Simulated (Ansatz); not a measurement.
F$_{3}$GeI (`[F][Ge]([F])([F])[I]`), relaxed with RKS PBE0-D4/def2-TZVP in Ansatz 0.2.0 from a PBE-D4/def2-SVP geometry. The force threshold is 0.005 eV/Å; the program also tests the step.

Charge 0, multiplicity 1. I: def2 effective core potential.

Start:

```xyz
5

F    -1.321    0.480    1.081
Ge   -0.070    0.060   -0.041
F     0.596    1.552   -0.618
F    -0.853   -0.687   -1.395
I     1.648   -1.405    0.973
```

Task: By how much does the energy fall, and how many steps does the optimiser take? (Estimate.)

Result: The calculation gave: 4.32 kJ/mol, in 3 steps.

Task: Which bonds change most? (Estimate.)

Result: The calculation gave: Ge2–I5 from 2.475 to 2.443 Å; Ge2–F3 from 1.733 to 1.705 Å; Ge2–F4 from 1.733 to 1.705 Å; F1–Ge2 from 1.733 to 1.705 Å.

Task: Give the relaxed structure. (Estimate.)

Result: Ansatz gave: 
```xyz
5

F    -1.301    0.473    1.063
Ge   -0.069    0.059   -0.041
F     0.585    1.528   -0.609
F    -0.841   -0.674   -1.373
I     1.626   -1.386    0.960
```
